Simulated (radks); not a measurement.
Rh29+, configuration [Ne] 3s2 3p4. Method: non-relativistic Kohn-Sham, PBE, spin-polarised, spherical densities, point nucleus; open shells are filled with parallel spins first (spin-orbit coupling, left out, can overturn this in heavy ions); relativity is left out, which matters for an element this heavy; computed with a radial shooting solver on a logarithmic mesh with Libxc functionals.

Normalised radial functions P(r) = r R(r), r in bohr:

| r | 3s up | 3p down |
|---|---|---|
| 0.003006 | 0.2478 | 0.0103 |
| 0.003731 | 0.2972 | 0.0156 |
| 0.004668 | 0.3556 | 0.0239 |
| 0.005793 | 0.4181 | 0.0359 |
| 0.007247 | 0.4870 | 0.0543 |
| 0.008995 | 0.5536 | 0.0805 |
| 0.01125 | 0.6159 | 0.1196 |
| 0.01408 | 0.6606 | 0.1756 |
| 0.01747 | 0.6732 | 0.2504 |
| 0.02186 | 0.6362 | 0.3544 |
| 0.02713 | 0.5327 | 0.4835 |
| 0.03394 | 0.3373 | 0.6458 |
| 0.04212 | 0.0573 | 0.8198 |
| 0.0527 | -0.3119 | 0.9933 |
| 0.06541 | -0.6939 | 1.1114 |
| 0.08183 | -1.0199 | 1.1180 |
| 0.1016 | -1.1402 | 0.9422 |
| 0.1271 | -0.9351 | 0.5163 |
| 0.1577 | -0.3691 | -0.1207 |
| 0.1973 | 0.4995 | -0.9014 |
| 0.2448 | 1.3467 | -1.5601 |
| 0.3063 | 1.8820 | -1.8988 |
| 0.3802 | 1.8524 | -1.7667 |
| 0.4756 | 1.3452 | -1.2580 |
| 0.5903 | 0.7277 | -0.6850 |
| 0.7385 | 0.2678 | -0.2590 |
| 0.9166 | 0.0671 | -0.0678 |
| 1.147 | 0.0094 | -0.0101 |

3s up: eigenvalue -1725.1 eV, 2 radial nodes at r = 0.0437, 0.174 bohr, <r> = 0.357 bohr, 90 % of the charge inside 0.518 bohr. 3p down: eigenvalue -1635.0 eV, 1 radial node at r = 0.152 bohr, <r> = 0.343 bohr, 90 % of the charge inside 0.508 bohr.
